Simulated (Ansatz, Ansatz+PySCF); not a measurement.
```xyz
2

C     0.0000    0.0000    0.0000
C     0.0000    0.0000    1.3900
```

Basis set: def2-SVP (spherical functions). Frozen core: 2 orbitals. Charge 0, multiplicity 1.

Computed with Ansatz (development build ahead of 0.2.0); each method stands on the lowest determinant of its kind that the runs found. Restricted open shells among the atoms or ions are ROHF, correlated in semicanonical orbitals with singles.

The atomization energy at this shape (free ground-state atoms in the same class of orbitals less the molecule, no zero-point energy) of singlet C₂:

```json
{"method": "UHF-MP2", "atomization energy": "417.8 kJ/mol"}
{"method": "RHF-MP2", "atomization energy": "390.3 kJ/mol"}
{"method": "UHF", "atomization energy": "350.2 kJ/mol"}
```

(1) What does RHF give?

Answers

(1) 203.7 kJ/mol. Caution for UHF-MP2, RHF-MP2: bonds are stretched, where a single reference can fail. Caution for UHF-MP2, UHF: the unrestricted determinant is a mixture of spin states. Caution for RHF-MP2, RHF: an unrestricted determinant lies well below. Caution for RHF-MP2: other determinants can give a lower correlated total.
